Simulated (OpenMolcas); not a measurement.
Cu2+ (d9) in a complex was computed by SS-CASPT2, IPEA 0.25 Eh, sigma2 regulariser 0.3 Eh with the d shell active (OpenMolcas, ANO-RCC-VTZP on the metal). Its lowest spin-free states, and all those of the highest spin:

```
2S+1  Degeneracy  E (cm-1)
   2           2         0
   2           3      4920
```

Task: Is the site octahedral, tetrahedral or cube-like, axial, or of lower symmetry?

Result: The states with 2S+1 = 2 have orbital degeneracies 2, 3. Threefold states need a cubic site. For d9 at this spin an octahedron puts the twofold E below the threefold T2 and a tetrahedron or cube puts the threefold T2 below the twofold E, so the site is octahedral. The first gap at this spin, 4920 cm-1, is |10Dq| in ligand-field theory. The run had Cu2+ with 6 ligands (water) in octahedral coordination (Th) at 2.2 Å. Ligand basis ANO-RCC-VDZP.

Roots that are degenerate in the reference are averaged as groups; the widest CASPT2 spread within a group is 47 cm-1 (the 3-fold group of multiplicity 2 near 4920 cm-1 above the lowest state of its run). Shifts and gaps below about the spread of the groups concerned are not significant. Over all roots computed the reference weight is 0.70; a low but even weight reflects the number of correlated electrons. An orbital doublet at a regular site is open to a Jahn-Teller distortion, which this geometry leaves out. A single d shell leaves out the double-shell effect, which counts most for late 3d ions, where the CASPT2 field can be off either way by tens of per cent. Ligand-to-metal charge-transfer states are missing. With one d shell and no ligand orbital active, 10Dq can be off by tens of per cent for divalent 3d ions, low with halides held by bare charges and at times high in hosts, and the orbital part of g and χT goes as 1/10Dq. Free-ion shares, where given, are those of the reference states; single-state CASPT2 does not remix them. The distance lies 5 % over the 2.09 Å that this model takes as the normal distance (a Shannon-type radius plus a fixed donor radius); by an R⁻⁵ law this alone changes a d-shell field by about -23 %. No measured value stands beside these numbers; the geometry was imposed, not optimised, and the real ion may take another.
